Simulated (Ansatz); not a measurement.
Relaxed structures of MgGeH₃Cl, singlet (PBE0-D4/def2-TZVP; forces vanish, vibrations not checked; lower isomers may exist, and structures with a doubtful reference or unclear bonds are left out; Å). Ansatz 0.2.0; basis: def2-TZVPP; cores frozen in the correlated methods. Filled d shells of the heavier atoms are correlated. The outer core shell of Li, Na, Mg and K is correlated. The def2 sets are not built for correlating such inner shells, so the correlated values are less sure here.

Task: Rank them by CCSD(T) energy, lowest first, and give each one's height above the lowest. Links in brackets join atoms within 1.22 times the sum of their covalent radii (1.1 for two metals). (An estimate is asked for; the value comes from the calculation.)
A.
a complex of MgGeH₂ ([Mg][GeH2]) + HCl
```
6
angstrom
Cl 0.0590 -3.3812 0.3089
Mg -0.0813 -0.3906 1.3770
Ge 0.0294 1.2162 -0.5880
H -1.0449 0.0174 -0.8436
H 1.1696 0.0556 -0.6865
H -0.0012 -4.1649 1.3215
```
B.
a complex of GeH₃Cl ([Cl][GeH3]) + Mg
```
6
angstrom
Cl -0.0314 -2.5104 0.7440
Mg 0.0380 3.1189 -0.9252
Ge -0.0052 -0.4355 0.1293
H -1.2059 -0.2244 -0.7999
H 1.3229 -0.1965 -0.5978
H -0.1162 0.4137 1.4006
```
C.
MgGeH₃Cl ([Cl][Mg][GeH3])
```
6
angstrom
Cl -0.0382 -3.6732 1.0954
Mg -0.0197 -1.5767 0.4673
Ge 0.0089 0.8839 -0.2639
H -1.1562 1.2401 -1.2116
H 1.3021 1.2664 -1.0149
H -0.0969 1.8594 0.9277
```

Result: The calculation gives: C (0.000 eV), B (1.473 eV), A (3.119 eV). Heights count from the lowest.

No T1 diagnostic of these runs exceeds 0.014. The restricted Hartree–Fock reference is unstable towards an unrestricted one at one or more of these structures. A large double-excitation amplitude points to some diradical character; no triplet was computed.

For scale, one of the runs: CCSD(T)/def2-TZVPP, 164 basis functions, launched by `ansatz run in.yaml --threads 2 --pin off --events-out ev --progress --plain --max-ram 4352MiB`. Time: 52 s of wall clock on 2 CPU threads of an Intel Xeon Platinum 8259CL; the host was shared. Peak host memory: 1.4 GiB.
